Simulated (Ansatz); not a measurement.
Species: C₂H₅BCl (charge 0, doublet). It need not be the lowest isomer of its formula. 
Geometry from a B3LYP-D3(BJ)/def2-TZVP (Ansatz, a program for electronic structure) optimisation:
```xyz
9

B      0.0154    -0.3984    -0.1940
Cl     0.1174     1.2086     0.5786
C      1.3311    -1.0547    -0.5910
C     -1.4006    -1.0211    -0.4106
H      1.3676    -2.0300    -1.0658
H      2.2960    -0.5899    -0.4238
H     -1.9270    -1.1181     0.5442
H     -2.0211    -0.3589    -1.0226
H     -1.3716    -2.0019    -0.8876
```
Charge 0, spin multiplicity 2.

Property: atomisation energy (electronic, to ground-state atoms), in eV. Valence correlation only, unless marked. UHF or UKS for open shells. No spin-orbit coupling. Non-relativistic. The coupled-cluster limit lacks core correlation, which all-electron functionals hold. CBS(X,Y): correlation extrapolated as X^-3; Hartree-Fock from the larger set. The bracket is a focal-point correction in the basis named.

```
level                                                                             program  atomisation energy (eV)
-------------------------------------------------------------------------  --------------  -----------------------
BLYP-D4/def2-TZVPD                                                         Ansatz + dftd4                    35.08
PBE0/6-31G*                                                                        Ansatz                    35.60
PBE0-D3(BJ)/def2-TZVPD                                                     Ansatz + dftd3                        …
PBE0/def2-QZVPP                                                                    Ansatz                        …
r2SCANh/def2-TZVPD                                                                 Ansatz                    35.47
r2SCAN0/def2-TZVPD                                                                 Ansatz                    35.28
B2GP-PLYP-D4/def2-TZVPD                                                    Ansatz + dftd4                        …
B2PLYP-D4/def2-TZVPD                                                       Ansatz + dftd4                    34.96
SCS-MP2/aug-cc-pV(T+d)Z                                                            Ansatz                    34.72
CCSD/aug-cc-pV(T+d)Z                                                               Ansatz                    34.04
RI-MP2/CBS(aug-cc-pV(T+d)Z,aug-cc-pV(Q+d)Z)+[CCSD(T)-MP2]/aug-cc-pV(T+d)Z          Ansatz                        …
```

### Question
Fill in the missing entries.

### Answer

- PBE0-D3(BJ)/def2-TZVPD, atomisation energy (eV): 35.66
- PBE0/def2-QZVPP, atomisation energy (eV): 35.54
- B2GP-PLYP-D4/def2-TZVPD, atomisation energy (eV): 34.89
- RI-MP2/CBS(aug-cc-pV(T+d)Z,aug-cc-pV(Q+d)Z)+[CCSD(T)-MP2]/aug-cc-pV(T+d)Z, atomisation energy (eV): 35.10
